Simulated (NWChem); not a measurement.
System: BeHSCl; SMILES [SH][Be][Cl]

NWChem printed, in part:

```
             Northwest Computational Chemistry Package (NWChem) 7.3.0
             --------------------------------------------------------

 CS  symmetry detected

                             Geometry "geometry" -> ""
                             -------------------------

 Output coordinates in angstroms (scale by  1.889725989 to convert to a.u.)

  No.       Tag          Charge          X              Y              Z
 ---- ---------------- ---------- -------------- -------------- --------------
    1 Be                   4.0000     0.02591138    -0.04016578     0.00000000
    2 Cl                  17.0000     0.01527926    -1.85511169     0.00000000
    3 S                   16.0000     0.05815932     1.86013828     0.00000000
    4 H                    1.0000    -1.29394206     1.93534946     0.00000000

 Effective nuclear repulsion energy (a.u.)      85.7716246118

      Symmetry information
      --------------------

 Group name             Cs
 Group number              2
 Group order               2
 No. of unique centers     4

                                 NWChem DFT Module
                                 -----------------

 Summary of "ao basis" -> "ao basis" (spherical)
 ------------------------------------------------------------------------------
       Tag                 Description            Shells   Functions and Types
 ---------------- ------------------------------  ------  ---------------------
 Be                        def2-tzvp                 9       19   5s3p1d
 Cl                        def2-tzvp                13       37   5s5p2d1f
 S                         def2-tzvp                13       37   5s5p2d1f
 H                         def2-tzvp                 4        6   3s1p

      Symmetry analysis of basis
      --------------------------

        a'         69
        a"         30

            General Information
            -------------------
          SCF calculation type: DFT
          Wavefunction type:  closed shell.
          No. of atoms     :     4
          No. of electrons :    38
           Alpha electrons :    19
            Beta electrons :    19
          Charge           :     0
          Spin multiplicity:     1
          Use of symmetry is: on ; symmetry adaption is: on
          Maximum number of iterations: 150
          AO basis - number of functions:    99
                     number of shells:    39
          Convergence on energy requested:  1.00D-06
          Convergence on density requested:  1.00D-05
          Convergence on gradient requested:  5.00D-04

              XC Information
              --------------
                         PBE0 Method XC Functional
                     Hartree-Fock (Exact) Exchange  0.250
          PerdewBurkeErnzerhof Exchange Functional  0.750
            Perdew 1991 LDA Correlation Functional  1.000 local
           PerdewBurkeErnz. Correlation Functional  1.000 non-local

             Grid Information
             ----------------
          Grid used for XC integration:  medium
          Radial quadrature: Mura-Knowles
          Angular quadrature: Lebedev.
          Tag              B.-S. Rad. Rad. Pts. Rad. Cut. Ang. Pts.
          ---              ---------- --------- --------- ---------
          Be                  1.05       49           9.0       434
          Cl                  1.00       88          11.0       590
          S                   1.00       88          10.0       590
          H                   0.35       45          11.0       434
          Grid pruning is: on
          Number of quadrature shells:   270
          Spatial weights used:  Erf1

      Superposition of Atomic Density Guess
      -------------------------------------

 Sum of atomic energies:        -872.02957901

      Non-variational initial energy
      ------------------------------

 Total energy =    -872.672159
 1-e energy   =   -1374.291870
 2-e energy   =     415.848087
 HOMO         =      -0.342354
 LUMO         =      -0.005735

      Symmetry analysis of molecular orbitals - initial
      -------------------------------------------------

  Numbering of irreducible representations:

     1 a'          2 a"

  Orbital symmetries:

     1 a'          2 a'          3 a'          4 a'          5 a'
     6 a'          7 a"          8 a'          9 a'         10 a"
    11 a'         12 a'         13 a'         14 a'         15 a'
    16 a"         17 a'         18 a'         19 a"         20 a'
    21 a'         22 a"         23 a'         24 a'         25 a'
    26 a'         27 a"         28 a'         29 a'

     ---------------------------------------------
      Total Density - Mulliken Population Analysis
     ---------------------------------------------

    Atom       Charge   Shell Charges
 -----------   ------   -------------------------------------------------------
    1 Be   4     3.40   1.02  0.96  0.44  0.26  0.02  0.54  0.00  0.04  0.11
    2 Cl  17    17.39   2.01  0.45  1.52  1.11  0.82  4.19  1.69  1.12  2.99  1.48  0.00  0.01  0.00
    3 S   16    16.48   2.01  0.49  1.48  1.07  0.75  4.19  1.69  0.92  2.52  1.33  0.01  0.03  0.00
    4 H    1     0.73   0.19  0.39  0.13  0.02

   convergence    iter        energy       DeltaE   RMS-Dens  Diis-err
 ---------------- ----- ----------------- --------- --------- ---------
 d= 0,ls=0.0,diis     1   -873.5159668286 -9.59D+02  6.20D-03  7.73D-01
 d= 0,ls=0.0,diis     2   -873.5362360015 -2.03D-02  3.94D-03  1.73D-01
 d= 0,ls=0.0,diis     3   -873.5506743558 -1.44D-02  1.57D-03  7.87D-02
 d= 0,ls=0.0,diis     4   -873.5619530592 -1.13D-02  1.41D-04  3.65D-04
 d= 0,ls=0.0,diis     5   -873.5620055436 -5.25D-05  4.07D-05  3.93D-05
  Resetting Diis
 d= 0,ls=0.0,diis     6   -873.5620112908 -5.75D-06  8.82D-06  1.42D-06
 d= 0,ls=0.0,diis     7   -873.5620115135 -2.23D-07  3.30D-06  1.12D-07

         Total DFT energy =     -873.562011513475
      One electron energy =    -1376.769582909810
           Coulomb energy =      474.360037548367
    Exchange-Corr. energy =      -56.924090763810
 Nuclear repulsion energy =       85.771624611778

 Numeric. integr. density =       38.000005106830

                  Occupations of the irreducible representations
                  ----------------------------------------------

                     irrep           alpha         beta
                     --------     --------     --------
                     a'               15.0         15.0
                     a"                4.0          4.0

                       DFT Final Molecular Orbital Analysis
                       ------------------------------------

 Vector   17  Occ=2.000000D+00  E=-3.561168D-01  Symmetry=a"
              MO Center=  1.6D-02, -1.6D+00,  2.1D-16, r^2= 1.6D+00
   Bfn.  Coefficient  Atom+Function         Bfn.  Coefficient  Atom+Function
  ----- ------------  ---------------      ----- ------------  ---------------
    36      0.520649  2 Cl pz                39      0.314164  2 Cl pz
    33      0.238150  2 Cl pz                27     -0.197672  2 Cl pz
     8     -0.136868  1 Be pz                30     -0.091878  2 Cl pz
    73      0.076797  3 S  pz                76      0.041536  3 S  pz
    16     -0.032937  1 Be d -1              14      0.031184  1 Be pz

 Vector   18  Occ=2.000000D+00  E=-3.497208D-01  Symmetry=a'
              MO Center=  8.3D-02,  7.8D-01, -1.1D-14, r^2= 4.1D+00
   Bfn.  Coefficient  Atom+Function         Bfn.  Coefficient  Atom+Function
  ----- ------------  ---------------      ----- ------------  ---------------
    72      0.350433  3 S  py                34     -0.280017  2 Cl px
    61      0.223903  3 S  s                  7      0.210093  1 Be py
    75      0.193435  3 S  py                37     -0.173447  2 Cl px
    69      0.165596  3 S  py                60      0.163495  3 S  s
    63     -0.139370  3 S  py                71      0.132119  3 S  px

 Vector   19  Occ=2.000000D+00  E=-2.902113D-01  Symmetry=a"
              MO Center=  2.3D-02,  1.6D+00, -1.0D-14, r^2= 2.1D+00
   Bfn.  Coefficient  Atom+Function         Bfn.  Coefficient  Atom+Function
  ----- ------------  ---------------      ----- ------------  ---------------
    73      0.497650  3 S  pz                76      0.341128  3 S  pz
    70      0.219844  3 S  pz                64     -0.185230  3 S  pz
     8     -0.119443  1 Be pz                36     -0.108703  2 Cl pz
    67     -0.084640  3 S  pz                39     -0.079611  2 Cl pz
    33     -0.055023  2 Cl pz                16      0.046454  1 Be d -1

 Vector   20  Occ=0.000000D+00  E=-2.531743D-02  Symmetry=a'
              MO Center=  3.9D-01,  4.0D-01,  1.3D-14, r^2= 4.8D+00
   Bfn.  Coefficient  Atom+Function         Bfn.  Coefficient  Atom+Function
  ----- ------------  ---------------      ----- ------------  ---------------
     5      0.650487  1 Be s                 96      0.561649  4 H  s
     4     -0.540854  1 Be s                 12      0.468086  1 Be px
     6     -0.455597  1 Be px                61     -0.299329  3 S  s
    37     -0.224403  2 Cl px                60     -0.170694  3 S  s
    95      0.166515  4 H  s                 74      0.163372  3 S  px

 Vector   21  Occ=0.000000D+00  E=-1.653228D-02  Symmetry=a'
              MO Center= -7.5D-01,  7.3D-02,  5.4D-14, r^2= 6.4D+00
   Bfn.  Coefficient  Atom+Function         Bfn.  Coefficient  Atom+Function
  ----- ------------  ---------------      ----- ------------  ---------------
     5      1.197425  1 Be s                  4     -0.493705  1 Be s
    12     -0.377785  1 Be px                 6      0.286661  1 Be px
     3      0.193769  1 Be s                 37      0.168688  2 Cl px
    61     -0.164132  3 S  s                 23     -0.158938  2 Cl s
    60     -0.148008  3 S  s                 19      0.133715  1 Be d  2

[...]
```

Level: PBE0/def2-TZVP. Coordinates come from a PBE0/def2-SVP optimisation.

Task: Write an input that gives this output.

Result: One answer among several that fit: the input that was run:
```
start job
memory heap 200 mb stack 900 mb global 1100 mb
geometry units angstroms noautoz
  Be     0.017393    -0.004258     0.000000
  Cl    -0.056260    -1.817740     0.000000
  S      0.115613     1.893780     0.000000
  H     -1.233061     2.015900     0.000000
end
basis spherical
  * library def2-tzvp
end
dft
  xc pbe0
  iterations 150
  mulliken
end
task dft energy
```
